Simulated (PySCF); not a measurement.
C6H3Cl, SMILES C#C/C=C(/Cl)C#C.

Geometry optimised at PBE0-D3(BJ)/def2-SVP. The structure was generated by enumeration; whether it is a known compound was not checked.

All values below come from PBE0-D3(BJ)/def2-SVP (PySCF).

Frequencies are harmonic and unscaled.

Problem. List the normal modes with their intensities. (Estimate from the structure and the level; the computed values follow.)

Solution. 
| mode | ν (cm⁻¹) | IR (km/mol) | moving atoms (share of kinetic energy) |
|---|---|---|---|
| 1 | 105 | 0.2 | C 82 %, H 15 % |
| 2 | 142 | 0.4 | C 70 %, H 15 %, Cl 14 % |
| 3 | 186 | 2.6 | C 64 %, Cl 24 %, H 12 % |
| 4 | 264 | 5.2 | C 80 %, H 18 % |
| 5 | 318 | 4.8 | C 67 %, Cl 25 %, H 8 % |
| 6 | 463 | 10.0 | C 86 % |
| 7 | 466 | 8.3 | C 83 %, H 16 % |
| 8 | 514 | 1.9 | C 57 %, Cl 38 % |
| 9 | 630 | 0.2 | C 85 %, H 14 % |
| 10 | 675 | 35.8 | H 75 %, C 25 % |
| 11 | 687 | 37.6 | H 75 %, C 25 % |
| 12 | 708 | 35.1 | H 77 %, C 23 % |
| 13 | 718 | 29.4 | H 76 %, C 24 % |
| 14 | 780 | 16.6 | C 90 % |
| 15 | 863 | 14.2 | H 65 %, C 35 % |
| 16 | 1017 | 78.8 | C 92 % |
| 17 | 1095 | 27.9 | C 56 %, H 44 % |
| 18 | 1328 | 14.0 | C 51 %, H 49 % |
| 19 | 1661 | 16.5 | C 97 % |
| 20 | 2222 | 6.9 | C 91 %, H 9 % |
| 21 | 2240 | 7.5 | C 91 %, H 9 % |
| 22 | 3204 | 7.5 | H 92 %, C 8 % |
| 23 | 3488 | 86.1 | H 86 %, C 14 % |
| 24 | 3489 | 97.3 | H 86 %, C 14 % |
